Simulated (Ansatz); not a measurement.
Coupled-cluster run, `[NH2][AlH][CH]=O`.

```yaml
crystal:
  periodic: [false, false, false]
  atoms:
    - {symbol: N, position_ang: [-0.601561, 1.119545, -0.859374]}
    - {symbol: Al, position_ang: [0.699498, 0.376085, 0.059353]}
    - {symbol: C, position_ang: [0.147554, -1.421091, 0.811143]}
    - {symbol: O, position_ang: [-0.978778, -1.797300, 0.565964]}
    - {symbol: H, position_ang: [-0.580350, 2.008027, -1.331160]}
    - {symbol: H, position_ang: [-1.498057, 0.672130, -0.973800]}
    - {symbol: H, position_ang: [2.108010, 1.077032, 0.240201]}
    - {symbol: H, position_ang: [0.795784, -2.091528, 1.431772]}
basis:
  gaussian: {orbitals: def2-SVP}
correlation: {method: ccsd_t}
```

```sh
$ ansatz run in.yaml --threads 2 --pin off --events-out ev --progress --plain --max-ram 4352MiB
```

Output of Ansatz, abridged:

```
Functional definition: HF
785 factors; integrals over basis functions are off by at most 8.9e-4 eV
mean field evaluation 1: about -11185.5963 eV, gradient 4.4e1 eV
mean field evaluation 2: about -11185.6591 eV, gradient 4.4e1 eV
mean field evaluation 4: about -11189.8880 eV, gradient 3.8e0 eV
mean field evaluation 8: about -11189.9528 eV, gradient 4.4e-1 eV
mean field -11189.95455526 eV, -411.2232450821 hartree, gradient 1.6e-6 eV, S^2 0.000000; 0 other end points of the search recorded, 0 dependent functions left out
8 core orbitals not correlated: weight in the atoms' cores, before any rotation towards them, 1.000 or more for the frozen orbitals, at most 0.000 for the correlated occupied ones
reference -11189.95455526 eV, -411.2232450821 hartree; 11, 11 occupied and 61, 61 virtual orbitals, 785 factors
second order -14.76024846 eV of doubles, -0.00000000 eV of singles
cycle   1  -15.05967747 eV  change   -3.0e-1 eV  update   1.1e-1
cycle   2  -15.50362085 eV  change   -4.4e-1 eV  update   3.4e-2
cycle   3  -15.64387541 eV  change   -1.4e-1 eV  update   2.0e-2
cycle   4  -15.63641841 eV  change    7.5e-3 eV  update   5.5e-3
cycle   5  -15.63499536 eV  change    1.4e-3 eV  update   2.5e-3
cycle   6  -15.63556008 eV  change   -5.6e-4 eV  update   8.6e-4
cycle   7  -15.63501845 eV  change    5.4e-4 eV  update   3.5e-4
cycle   8  -15.63491831 eV  change    1.0e-4 eV  update   1.1e-4
cycle   9  -15.63493742 eV  change   -1.9e-5 eV  update   4.9e-5
cycle  10  -15.63492759 eV  change    9.8e-6 eV  update   1.6e-5
perturbative correction -0.46349480 eV, -0.0170331197 hartree
Total energy: -11206.05297765 eV, -411.8148511930 hartree
```

Run time 2.1 s (2 threads of an Arm Neoverse V1 on a shared host); peak host memory 0.23 GiB.

Correlation energy per correlated electron: -0.732 eV. T1 diagnostic: 0.0167.
